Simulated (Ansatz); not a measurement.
C$_{2}$H$_{8}$O$_{2}$Si (`COC[SiH2]O`), relaxed with RKS PBE-D4/def2-SVP in Ansatz 0.2.0 from a rough embedded geometry. The force threshold is 0.03 eV/Å; the program also tests the step.

Charge 0, multiplicity 1.

Start:

```xyz
13

C    -0.479   -1.333    1.359
O     0.643   -0.974    0.558
C     0.217   -0.499   -0.713
Si   -0.041    1.343   -1.036
O     1.206    2.247   -0.373
H    -1.071   -0.417    1.573
H    -1.028   -2.123    0.953
H    -0.031   -1.612    2.330
H     1.067   -0.818   -1.431
H    -0.650   -1.092   -1.072
H    -1.259    1.727   -0.206
H    -0.234    1.657   -2.411
H     1.662    1.894    0.468
```

```csv
step,energy (eV),largest force (eV/Å),largest move (Å)
1,-14157.3536,3.381,0.000
2,-14157.7688,1.260,0.152
3,-14157.8268,0.358,0.074
4,-14157.8367,0.114,0.058
5 (rejected),-14157.8305,0.422,0.074
6,-14157.8415,0.047,0.036
7,-14157.8468,0.124,0.098
8,-14157.8502,0.220,0.132
9,-14157.8533,0.241,0.079
10,-14157.8592,0.257,0.093
11,-14157.8645,0.245,0.090
12,-14157.8683,0.322,0.096
13,-14157.8720,0.296,0.092
14,-14157.8744,0.241,0.045
15,-14157.8769,0.132,0.070
16,-14157.8775,0.036,0.038
17,-14157.8776,0.035,0.015
18,-14157.8778,0.010,0.008
```

End:

```xyz
13

C    -0.259   -1.075    1.378
O     0.734   -0.892    0.389
C     0.194   -0.566   -0.899
Si   -0.172    1.327   -0.951
O     0.933    1.927    0.167
H    -0.886   -0.164    1.536
H    -0.943   -1.920    1.121
H     0.258   -1.314    2.328
H     0.994   -0.794   -1.635
H    -0.674   -1.221   -1.153
H    -1.587    1.669   -0.558
H     0.072    1.879   -2.329
H     1.336    1.144    0.605
```

Hardware: 4 threads of an Arm Neoverse V2 on a shared host. Wall time 20 s, peak host memory 0.16 GiB.
